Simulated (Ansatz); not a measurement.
Total energies of B6As6, a cluster cut from wurtzite BAs (bare) from Ansatz at PBE0-D4/def2-TZVP, gas phase (1 Eh = 27.2114 eV = 2625.5 kJ/mol). The reference geometry is relaxed at PBE-D4/def2-SVP.

```xyz
12

B     0.651   -1.545    0.223
As   -1.121   -2.226    0.903
As   -0.044    1.737    2.110
B    -0.676   -0.166    0.914
B    -0.744   -1.241   -0.829
As   -2.110    1.248    0.840
As    2.506   -0.853   -0.156
B     0.962    0.454    0.434
B     0.839   -0.643   -1.292
As   -0.696   -0.080   -2.487
As    0.955    2.408   -0.053
B    -0.522    0.909   -0.607
```

```tsv
state	geometry	energy (Eh)
charge 0 singlet	reference	-13562.70253
charge 1 doublet	reference	-13562.44415
charge -1 doublet	reference	-13562.75158
free B atom (doublet)	–	-24.61828
free As atom (quartet)	–	-2235.53903
```

Single mean-field runs in def2-TZVP are fitted with def2-universal-jkfit.

Problem. Work out the vertical ionisation energy to the doublet.

Solution. E(charge 1 doublet) − E(charge 0 singlet) = -13562.44415 − (-13562.70253) = 0.25838 Eh = 7.03 eV. For comparison, −ε of the highest occupied level is 5.61 eV at this level, 1.42 eV less.

Problem. Work out the vertical electron affinity, to the doublet.

Solution. E(charge 0 singlet) − E(charge -1 doublet) = -13562.70253 − (-13562.75158) = 0.04905 Eh = 1.33 eV. The basis lacks diffuse functions, which makes affinities too small.

Problem. Give the fundamental gap IE − EA, the Mulliken electronegativity (IE + EA)/2 and the hardness (IE − EA)/2.

Solution. From the values in Eh: IE − EA = 0.25838 − 0.04905 = 0.20933 Eh = 5.70 eV; (IE + EA)/2 = 4.18 eV; (IE − EA)/2 = 2.85 eV. The HOMO–LUMO gap of the same run is 2.99 eV, 2.71 eV smaller than the fundamental gap.

Problem. What is the binding energy per atom against free atoms?

Solution. Atoms: 6 × (-24.61828) + 6 × (-2235.53903) = -13560.94386 Eh. Binding: -13560.94386 − (-13562.70253) = 1.75867 Eh = 47.86 eV, or 3.99 eV for each of 12 atoms (no zero-point energy, no counterpoise term).
